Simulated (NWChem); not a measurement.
All runs are NWChem calculations. System: AsGa, charge 0, spin multiplicity 3, at a geometry optimised with UPBE/def2-SVP. The structure started from a generated list of species. Its SCF solution wasn't tested for a lower state. Level: UB3LYP/def2-TZVP, VWN1-RPA local correlation.

Job file:

```
start mol
memory heap 200 mb stack 900 mb global 1100 mb
geometry units angstroms nocenter noautoz
  Ga     0.000000     0.000000     1.330997
  As     0.000000     0.000000    -1.250330
  symmetry group C2v
end
basis spherical
  * library def2-tzvp
end
dft
  xc b3lyp
  odft
  mult 3
  semidirect memsize 60000000 filesize 0
  iterations 100
end
task dft energy
```

NWChem printed:

```
             Northwest Computational Chemistry Package (NWChem) 7.3.0
             --------------------------------------------------------

                                NWChem Input Module
                                -------------------

 Scaling coordinates for geometry "geometry" by  1.889725989
 (inverse scale =  0.529177249)

 Turning off AUTOSYM since
 SYMMETRY directive was detected!

                             Geometry "geometry" -> ""
                             -------------------------

 Output coordinates in angstroms (scale by  1.889725989 to convert to a.u.)

  No.       Tag          Charge          X              Y              Z
 ---- ---------------- ---------- -------------- -------------- --------------
    1 Ga                  31.0000     0.00000000     0.00000000     1.33099700
    2 As                  33.0000     0.00000000     0.00000000    -1.25033000

 Effective nuclear repulsion energy (a.u.)     209.7170663487

            Nuclear Dipole moment (a.u.)
            ----------------------------
        X                 Y               Z
 ---------------- ---------------- ----------------
     0.0000000000     0.0000000000     0.0000321253

      Symmetry information
      --------------------

 Group name             C2v
 Group number             16
 Group order               4
 No. of unique centers     2

      Symmetry unique atoms

     1    2


 Summary of "ao basis" -> "" (spherical)
 ------------------------------------------------------------------------------
       Tag                 Description            Shells   Functions and Types
 ---------------- ------------------------------  ------  ---------------------
 *                         def2-tzvp                  on all atoms

                                 NWChem DFT Module
                                 -----------------

 Summary of "ao basis" -> "ao basis" (spherical)
 ------------------------------------------------------------------------------
       Tag                 Description            Shells   Functions and Types
 ---------------- ------------------------------  ------  ---------------------
 Ga                        def2-tzvp                16       48   6s5p4d1f
 As                        def2-tzvp                16       48   6s5p4d1f

 Summary of "ao basis" -> "ao basis" (spherical)
 ------------------------------------------------------------------------------
       Tag                 Description            Shells   Functions and Types
 ---------------- ------------------------------  ------  ---------------------
 Ga                        def2-tzvp                16       48   6s5p4d1f
 As                        def2-tzvp                16       48   6s5p4d1f

      Symmetry analysis of basis
      --------------------------

        a1         42
        a2         10
        b1         22
        b2         22

            General Information
            -------------------
          SCF calculation type: DFT
          Wavefunction type:  spin polarized.
          No. of atoms     :     2
          No. of electrons :    64
           Alpha electrons :    33
            Beta electrons :    31
          Charge           :     0
          Spin multiplicity:     3
          Use of symmetry is: on ; symmetry adaption is: on
          Maximum number of iterations: 100
          AO basis - number of functions:    96
                     number of shells:    32
          Convergence on energy requested:  1.00D-06
[...]
    51      0.101615  2 As s                  2      0.099271  1 Ga s

 Vector   31  Occ=1.000000D+00  E=-1.832691D-01  Symmetry=b1
              MO Center=  7.3D-15, -4.1D-16, -6.7D-01, r^2= 3.3D+00
   Bfn.  Coefficient  Atom+Function         Bfn.  Coefficient  Atom+Function
  ----- ------------  ---------------      ----- ------------  ---------------
    67      0.457650  2 As px                64      0.406887  2 As px
    58     -0.258012  2 As px                19      0.231087  1 Ga px
    16      0.210224  1 Ga px                10     -0.086770  1 Ga px
    55      0.079896  2 As px                61      0.078714  2 As px
     7      0.033076  1 Ga px                25     -0.033100  1 Ga d  1

 Vector   32  Occ=0.000000D+00  E=-1.418271D-01  Symmetry=a1
              MO Center= -7.2D-15,  1.7D-14,  3.1D-02, r^2= 4.8D+00
   Bfn.  Coefficient  Atom+Function         Bfn.  Coefficient  Atom+Function
  ----- ------------  ---------------      ----- ------------  ---------------
    69      0.447094  2 As pz                 6     -0.357014  1 Ga s
    66      0.358037  2 As pz                18     -0.313693  1 Ga pz
    60     -0.235249  2 As pz                21     -0.218822  1 Ga pz
    12      0.137475  1 Ga pz                 5     -0.111685  1 Ga s
    54     -0.077928  2 As s                 63      0.074333  2 As pz

 Vector   33  Occ=0.000000D+00  E=-1.282289D-01  Symmetry=b2
              MO Center= -1.6D-15,  7.1D-15, -3.8D-01, r^2= 3.8D+00
   Bfn.  Coefficient  Atom+Function         Bfn.  Coefficient  Atom+Function
  ----- ------------  ---------------      ----- ------------  ---------------
    68      0.425781  2 As py                65      0.349963  2 As py
    20      0.316631  1 Ga py                17      0.254233  1 Ga py
    59     -0.232286  2 As py                11     -0.106131  1 Ga py
    62      0.073843  2 As py                56      0.071941  2 As py
     8      0.040395  1 Ga py                23      0.028765  1 Ga d -1

 Vector   34  Occ=0.000000D+00  E=-6.372552D-02  Symmetry=b1
              MO Center=  1.2D-12,  5.5D-15,  8.3D-01, r^2= 4.9D+00
   Bfn.  Coefficient  Atom+Function         Bfn.  Coefficient  Atom+Function
  ----- ------------  ---------------      ----- ------------  ---------------
    19      0.640003  1 Ga px                16      0.420541  1 Ga px
    67     -0.396586  2 As px                64     -0.229696  2 As px
    10     -0.168256  1 Ga px                58      0.156766  2 As px
     7      0.063751  1 Ga px                61     -0.056515  2 As px
    55     -0.048219  2 As px                40     -0.042020  1 Ga d  1

   alpha - beta orbital overlaps
   -----------------------------

   alpha      1      2      3      4      5      6      7      8      9     10
    beta      1      2      3      5      4      6      7      8      9     10
 overlap   1.000  1.000  1.000  1.000  1.000  1.000  1.000  1.000  1.000  1.000

   alpha     11     12     13     14     15     16     17     18     19     20
    beta     11     12     14     13     15     16     17     18     19     20
 overlap   1.000  1.000  1.000  1.000  1.000  1.000  1.000  1.000  0.999  1.000

   alpha     21     22     23     24     25     26     27     28     29     30
    beta     22     21     23     24     25     26     27     28     29     30
 overlap   1.000  1.000  0.999  0.948  1.000  1.000  0.948  1.000  0.998  0.994

   alpha     31     32     33     34     35     36     37     38     39     40
    beta     32     33     31     35     34     36     37     38     39     42
 overlap   0.995  0.958  0.996  0.959  0.996  0.993  0.968  0.997  0.983  0.988

   alpha     41     42     43     44     45     46     47     48     49     50
    beta     40     41     43     44     45     46     47     49     48     50
 overlap   0.981  0.996  0.997  0.991  0.996  0.997  0.990  0.995  0.999  0.995

   alpha     51     52     53     54     55     56     57     58     59     60
    beta     52     53     51     54     56     55     59     57     58     60
 overlap   0.997  0.998  0.999  0.999  0.999  1.000  0.959  0.999  0.959  0.999

   alpha     61     62     63     64     65     66     67     68     69     70
    beta     61     62     63     64     65     66     67     68     70     69
 overlap   0.998  1.000  1.000  0.998  0.999  0.996  1.000  0.996  0.999  1.000

   alpha     71     72     73     74     75     76     77     78     79     80
    beta     72     71     74     73     75     78     76     77     79     80
 overlap   0.999  1.000  0.996  1.000  0.998  0.999  0.997  1.000  0.998  1.000

   alpha     81     82     83     84     85     86     87     88     89     90
    beta     82     81     83     84     85     86     88     87     89     91
 overlap   1.000  1.000  0.986  0.998  1.000  0.986  0.983  1.000  0.919  0.983

   alpha     91     92     93     94     95     96
    beta     90     92     93     94     95     96
 overlap   0.978  0.919  0.978  1.000  1.000  1.000

     --------------------------
     Expectation value of S2:
     --------------------------
      <S2> =      2.0130 (Exact =     2.0000)

 center of mass
 --------------
 x =   0.00000000 y =   0.00000000 z =  -0.02544411

 moments of inertia (a.u.)
 ------------------
         854.220980381479           0.000000000000           0.000000000000
           0.000000000000         854.220980381479           0.000000000000
           0.000000000000           0.000000000000           0.000000000000

     Multipole analysis of the density
     ---------------------------------

     L   x y z        total         alpha         beta         nuclear
     -   - - -        -----         -----         ----         -------
     0   0 0 0     -0.000000    -33.000000    -31.000000     64.000000

     1   1 0 0     -0.000000     -0.000000      0.000000      0.000000
     1   0 1 0      0.000000      0.000000     -0.000000      0.000000
     1   0 0 1      0.986228      1.664116     -0.677920      0.000032

     2   2 0 0    -27.984390    -15.286347    -12.698043      0.000000
     2   1 1 0      0.000000      0.000000      0.000000      0.000000
     2   1 0 1      0.000000      0.000000      0.000000      0.000000
     2   0 2 0    -24.505930    -15.407907     -9.098023      0.000000
     2   0 1 1     -0.000000     -0.000000     -0.000000      0.000000
     2   0 0 2    -23.752243   -212.126749   -191.971955    380.346461

 Task  times  cpu:        3.5s     wall:        3.5s

 Total times  cpu:        3.6s     wall:        3.6s
```
